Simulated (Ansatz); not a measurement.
Cost and result for the atomization energy of `C[CH2][Ga@-]1([Cl])[Br+][Ga@-]([Cl])([CH2]C)[Br+]1` (20 atoms, 20 bonds).

Cartesian coordinates in Å:
```
C 2.0065 -1.7211 2.0455
C 1.1186 -2.0530 0.8533
Ga 1.7048 -1.1756 -0.7988
Cl 3.5672 -1.5076 -1.8106
Br -0.0848 -1.2678 -2.5406
Ga -0.6439 1.0639 -1.8374
Cl -0.4259 2.3015 -3.5762
C -2.1614 1.0777 -0.5965
C -2.3167 2.4070 0.1308
Br 1.4799 1.3033 -0.5339
H 2.0177 -0.6483 2.2543
H 1.6534 -2.2244 2.9500
H 3.0399 -2.0342 1.8797
H 0.0836 -1.7481 1.0288
H 1.1050 -3.1285 0.6546
H -2.0094 0.2536 0.1056
H -3.0536 0.8379 -1.1819
H -2.4803 3.2324 -0.5660
H -1.4311 2.6485 0.7242
H -3.1695 2.3828 0.8151
```

Total charge 0; spin multiplicity 1. Correlated methods include outer-core shells of Br, Ga, which these sets cover unevenly. Scalar relativity is left out up to krypton. The structure was optimised at the PBE0-D4/def2-TZVP level. It is one conformer, not always the lowest. Program: Ansatz. All runs use 11 threads of an AMD EPYC 7R13 on a shared host and a whole NVIDIA H100 80 GB. Times are those of one run each, without the atoms' runs, and a repeat can differ threefold. Electronic energies, without spin–orbit coupling; frozen cores. CCSD(T)/CBS adds CCSD(T) − MP2 in def2-TZVPP to the MP2 limit, and its time is that of the two runs behind it. T1 = 0.010. With those shells the extrapolation isn't a true limit. HSE06 is the plane-wave form, built on full-range PBE exchange.

CCSD(T)/CBS is a level of theory with its own doubt, some kJ/mol a heavy atom from the limit and from the frozen cores, so smaller differences don't rank the functionals.

| level | functions | wall time |
| --- | --- | --- |
| revPBE-D4/def2-TZVPP | 540 | 2 s |
| BHLYP-D4/def2-TZVPP | 540 | 2.4 s |
| PBE-D4/def2-TZVPP (with forces) | 540 | 2.5 s |
| PBE0-D4/def2-TZVPP | 540 | 2.5 s |
| CAM-B3LYP-D4/def2-TZVPP | 540 | 2.6 s |
| r2SCANh-D4/def2-TZVPP | 540 | 2.6 s |
| HSE06-D4/def2-TZVPP | 540 | 2.8 s |
| B97M-V/def2-TZVPP | 540 | 3.3 s |
| B2PLYP/def2-TZVPP | 540 | 3.7 s |
| CCSD(T)/def2-SVP | 270 | 6.5 s |
| MP2/def2-QZVPP | 1024 | 9 s |
| CCSD(T)/def2-TZVPP | 540 | 120 s |
| CCSD(T)/CBS(def2) | – | 2.1 min |

(1) What atomization energy does each give, and how far from CCSD(T)/CBS? (Best estimate.)

Results:

(1) Computed: 
| level | atomization (kcal/mol) | difference from CCSD(T)/CBS | per bond |
| --- | --- | --- | --- |
| revPBE-D4/def2-TZVPP | 1671.4 | -24.6 | -1.2 |
| BHLYP-D4/def2-TZVPP | 1647.7 | -48.3 | -2.4 |
| PBE-D4/def2-TZVPP (with forces) | 1711.5 | 15.5 | 0.8 |
| PBE0-D4/def2-TZVPP | 1698.5 | 2.5 | 0.1 |
| CAM-B3LYP-D4/def2-TZVPP | 1679.9 | -16.1 | -0.8 |
| r2SCANh-D4/def2-TZVPP | 1694.1 | -1.9 | -0.1 |
| HSE06-D4/def2-TZVPP | 1699.6 | 3.6 | 0.2 |
| B97M-V/def2-TZVPP | 1689.9 | -6.1 | -0.3 |
| B2PLYP/def2-TZVPP | 1659.5 | -36.5 | -1.8 |
| CCSD(T)/def2-SVP | 1614.3 | -81.7 | -4.1 |
| MP2/def2-QZVPP | 1712.6 | 16.6 | 0.8 |
| CCSD(T)/def2-TZVPP | 1660.0 | -36.0 | -1.8 |
| CCSD(T)/CBS(def2) | 1696.0 | 0.0 | 0.0 |

From r2SCAN to r2SCAN0 (25 % exact exchange), in def2-TZVPP and without D4, the atomization energy moves by −16.8 kcal/mol: exact exchange takes away binding that semilocal exchange gives to molecules. At CCSD(T), def2-SVP lies −81.7 kcal/mol from the extrapolated value and def2-TZVPP −36.0 kcal/mol: correlation converges slowly with the basis, and small sets miss more of it in the bonded molecule than in its fragments. In def2-TZVPP, CCSD(T) changes the Hartree–Fock value by +388.3 kcal/mol (the triples alone add +25.9 kcal/mol) and MP2 by +420.5 kcal/mol; breaking electron pairs costs correlation energy, which Hartree–Fock lacks.
